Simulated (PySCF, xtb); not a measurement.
C₃H₆F₂Si, SMILES F[SiH2]C1(F)CC1.

xtb with GFN2-xTB at its own geometry gives an orbital gap of 5.63 eV and a dipole moment of 0.53 D.

The structure is a stationary point at B3LYP-D3(BJ)/def2-SVP. The structure was generated by enumeration, and PubChem lists no compound with its InChIKey, so it may never have been made. The values are those of a single conformer.

Question: What does PBE/def2-TZVP (PySCF) give? (An estimate is asked for; the answer gives what the named calculation found.)

Answer: gap 5.85 eV (levels -6.93 and -1.07 eV), dipole 0.64 D.
